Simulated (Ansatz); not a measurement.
`CN(C)C` + `F[Si](F)(F)S` → `CS[Si](F)(F)F` + `CNC`  (substitution at a C–N bond)

Computed with Ansatz on PBE0-D4/def2-TZVP structures; ΔE is electronic, products minus reactants. CBS: MP2 limit from def2 TZ/QZ plus the TZ coupled-cluster correction, frozen cores. Functionals use def2-TZVPP. B3LYP here is the variant with VWN-RPA as its local correlation; programs differ in this. HSE06 is defined as in plane-wave codes. One conformer a species, not always the lowest.

```
             level  ΔE (kJ/mol)  difference from CCSD(T)/CBS
       LDA (SPW92)          4.6                          9.2
            PBE-D4         -8.1                         -3.5
         revPBE-D4         -7.9                         -3.3
           BLYP-D4         -8.1                         -3.5
         r2SCAN-D4         -5.9                         -1.3
            B97M-V         -2.8                          1.8
           PBE0-D4         -7.5                         -2.9
          B3LYP-D4         -7.5                         -2.9
        r2SCANh-D4         -5.9                         -1.3
        r2SCAN0-D4         -5.8                         -1.2
          HSE06-D4         -7.7                         -3.1
          BHLYP-D4         -6.7                         -2.1
      CAM-B3LYP-D4         -3.6                          1.0
           ωB97X-V         -4.9                         -0.3
           ωB97M-V         -5.3                         -0.7
            B2PLYP         -5.3                         -0.7
               PBE         -8.5                         -3.9
            revPBE        -12.9                         -8.3
              BLYP         -9.3                         -4.7
            r2SCAN         -6.0                         -1.4
              PBE0         -7.7                         -3.1
             B3LYP         -7.8                         -3.2
           r2SCANh         -6.0                         -1.4
           r2SCAN0         -5.9                         -1.3
             BHLYP         -5.8                         -1.2
         CAM-B3LYP         -3.6                          1.0
           LC-ωPBE         -6.9                         -2.3
RPA@PBE/def2-TZVPP          0.6                          5.2
      MP2/def2-SVP          8.1                         12.7
     CCSD/def2-SVP          8.8                         13.4
  CCSD(T)/def2-SVP          9.4                         14.0
     HF/def2-TZVPP         -6.6                         -2.0
    MP2/def2-TZVPP         -1.0                          3.6
SCS-MP2/def2-TZVPP         -2.0                          2.6
   CCSD/def2-TZVPP         -0.8                          3.8
    MP2/def2-QZVPP         -3.3                          1.3
SCS-MP2/def2-QZVPP         -4.4                          0.2
      HF/CBS(def2)         -6.5                         -1.9
     MP2/CBS(def2)         -5.0                         -0.4
    CCSD/CBS(def2)         -4.8                         -0.2
       CCSD(T)/CBS         -4.6                            0
```

Largest T1 diagnostic among the species: 0.012.

From BLYP to BHLYP (50 % exact exchange), in def2-TZVPP and without D4, ΔE moves by +3.5 kJ/mol. At CCSD(T), def2-SVP lies +14.0 kJ/mol from the extrapolated value and def2-TZVPP +4.0 kJ/mol. Leaving LDA and LC-ωPBE aside and taking each functional with its dispersion term where it has one, the values spread over 5.3 kJ/mol, from BLYP-D4 to B97M-V. LDA lies +13.0 kJ/mol from PBE without D4.
